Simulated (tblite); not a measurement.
Run record: tight-binding relaxation, `N#C[CH]C(=S)OCF` [radical].

Computed with GFN2-xTB geometry optimisation, gas phase (tblite 0.8.0). Start geometry: from a force field or distance geometry. The command runs a driver script over a list of jobs; the input below is this job's line of settings and its coordinates in Å.

Command:
```bash
OMP_NUM_THREADS=1 python probes_run.py task.json out
```

Input:
```
{"job": {"kind": "relax", "xc": "GFN2-xTB", "basis": "xTB"}, "charge": 0, "multiplicity": 2}
N     -2.372300     1.763000    -1.116000
C     -2.041300     0.784400    -0.591400
C     -1.612800    -0.443100     0.104800
C     -0.274000    -0.273800     0.739500
S     -0.068000     0.760600     2.023200
O      0.778300    -1.036200     0.245100
C      1.776300    -0.285700    -0.451800
F      2.720500    -1.239300    -0.843000
H     -2.373300    -0.666300     0.875300
H      2.200300     0.433700     0.271200
H      1.271500     0.205400    -1.282900
```

Task: Estimate the output.

Result: 
```
step      E/eV     max force
  0    -677.39201    3.341
  1    -677.71217    2.211
  2    -677.89668    1.309
  3    -677.93715    1.964
  4    -677.97235    0.950
  5    -678.00091    0.444
  6    -678.03703    0.509
  7    -678.06596    0.677
  8    -678.10564    0.842
  9    -678.15527    0.880
... (60 lines left out)
 70    -679.28086    0.010
 71    -679.28087    0.015
 72    -679.28089    0.021
 73    -679.28092    0.019
 74    -679.28096    0.017
 75    -679.28101    0.023
 76    -679.28106    0.031
 77    -679.28109    0.027
 78    -679.28111    0.013
 79    -679.28112    0.008
```

«max force» is the largest atomic force in eV/Å.

Task: From which step on does the largest force stay under 0.1 eV/Å, and how much energy is left to gain from there?

Result: From step 43 (0.084 eV/Å), 4.5 meV above the end.

Summary of the converged run: energy lowered by 43.6 kcal/mol over 79 steps; largest atomic force 0.008 eV/Å at the end.

On one thread, Arm Neoverse N1 (aarch64), no GPU (shared host), this took 0.72 s wall.
Labels such as C1 count atoms from 1, the log's own numbers from 0.
